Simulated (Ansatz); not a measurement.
Molecule: sum formula H5SiNO3, charge 0, multiplicity 1. 
Structure (B3LYP-D3(BJ)/def2-TZVP (Ansatz, a quantum-chemistry and plane-wave program) minimum search):
```xyz
10

Si    -0.0048     0.0074     0.0035
O      1.4386    -0.2953    -0.7280
O      0.4306     0.6652     1.4469
O     -0.9752     1.0917    -0.7501
N     -0.9298    -1.4195     0.0130
H      1.4035    -0.7748    -1.5595
H      1.3485     0.5544     1.7065
H     -0.8361     2.0132    -0.5184
H     -0.5611    -2.2830     0.3758
H     -1.9314    -1.3700     0.1050
```
Charge 0, spin multiplicity 1.

Basis-set convergence of Hartree-Fock and CCSD correlation energies (hartree) with Ansatz. Valence correlation only, unless marked. No spin-orbit coupling. Non-relativistic.

```csv
basis,functions,E(HF),"E(corr, CCSD)"
cc-pV(D+d)Z,104,-571.09582,-0.85254
cc-pV(T+d)Z,229,…,…
```

Complete the blanks.


- cc-pV(T+d)Z, E(HF): -571.23194
- cc-pV(T+d)Z, E(corr, CCSD): -1.07155
